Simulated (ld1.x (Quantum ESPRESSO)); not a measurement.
# What one change does to a pseudopotential (manganese, ultrasoft)

* Element: Mn (Z = 25)
* Generator: ld1.x (Quantum ESPRESSO) 7.5
* Type: ultrasoft
* Functional: PW91
* Relativity: scalar-relativistic
* Frozen core: [Ne]
* Valence charge: 15
* Reference configuration: 3s2 3p6 3d5 4s1.75 4p0.25
* Partial waves: 3s (bound): rcut 1.20, rcutus 1.50 bohr; 4s (bound): rcut 1.20, rcutus 1.50 bohr; 3p (bound): rcut 1.65, rcutus 1.95 bohr; 4p (bound): rcut 1.65, rcutus 1.95 bohr; 3d (bound): rcut 1.35, rcutus 1.75 bohr; 3d channel at 2.25 Ry: rcut 1.35, rcutus 1.75 bohr
* Local potential: all-electron potential smoothed inside 1.65 bohr (lloc = -1)
* Core correction: Bessel-smoothed model core inside 0.70 bohr
* Augmentation charge: PSQ, inside the norm-conserving radii

All-electron outer shells of the reference configuration (PW91, scalar-relativistic, ld1.x):

```tsv
shell	level (eV)	outermost node (bohr)	outermost maximum (bohr)
2s	-744.54	0.08	0.23
2p	-630.95	–	0.19
3s	-86.32	0.34	0.74
3p	-55.08	0.31	0.75
3d	-7.27	–	0.76
4s	-5.44	1.05	2.51
4p	-1.63	1.16	3.38
```

Change: waves 3s (bound): rcut 1.20, rcutus 1.38 bohr; 4s (bound): rcut 1.20, rcutus 1.38 bohr.

Cutoffs: the cutoffs (Ry, on a coarse ladder) from which the occupation-weighted sum of valence levels, in a spherical-Bessel basis at the reference potential, stays within 10 and 1 mRy of its value at 400 Ry; they do not see the model core or the augmentation charge, which bear on the density cutoff. Errors are all-electron minus pseudo energies relative to the spin-unpolarised reference configuration.

Task: How do hardness, ghosts and transferability respond?

Result: The potential gets neither clearly harder nor softer (40 Ry and 60 Ry → 40 Ry and 60 Ry); of the 7 tests that both files solve, the error grows in 4 and shrinks in 1 by more than 15 % and 0.3 meV (median size 3.2 → 8.3 meV); the range in which the s phases agree widens (upper end 3.6 → at the end of the scan); neither file shows a bound ghost.

| quantity | base | changed |
| --- | --- | --- |
| cutoff, loose | 40 Ry | 40 Ry |
| cutoff, tight | 60 Ry | 60 Ry |
| bound ghosts | none | none |
| error for 3s2 3p6 3d5 4s2 4p0, meV [ΔE -0.94 eV] | 0.0 | 0.0 |
| error for 3s2 3p6 3d5 4s1 4p0, meV [ΔE 7.53 eV] | -0.3 | -1.0 |
| error for 3s2 3p6 3d5 4s0 4p0, meV [ΔE 23.17 eV] | -3.1 | -9.0 |
| error for 3s2 3p6 3d5 4s0 4p2, meV [ΔE 7.03 eV] | -3.2 | -8.3 |
| error for 3s1 3p6 3d5 4s2 4p0, meV [ΔE 92.57 eV] | -41 | -7.3 |
| error for 3s2 3p6 3d5 4s0 4p1, meV [ΔE 12.29 eV] | -4.2 | -9.5 |
| error for 3s2 3p6 3d4 4s0 4p0, meV [ΔE 55.79 eV] | +30 | +29 |
| s: phases at 2.14 bohr within 0.05 rad from the reference energy up to (Ry; the scan ends near 5) | 3.6 | to the end of the scan |
| p: phases at 2.14 bohr within 0.05 rad from the reference energy up to (Ry; the scan ends near 5) | 1.4 | 1.4 |
| d: phases at 2.14 bohr within 0.05 rad from the reference energy up to (Ry; the scan ends near 5) | to the end of the scan | to the end of the scan |
| lowest overlap eigenvalue by channel | s 0.03, p 0.81, d 0.18 | s 0.18, p 0.81, d 0.18 |
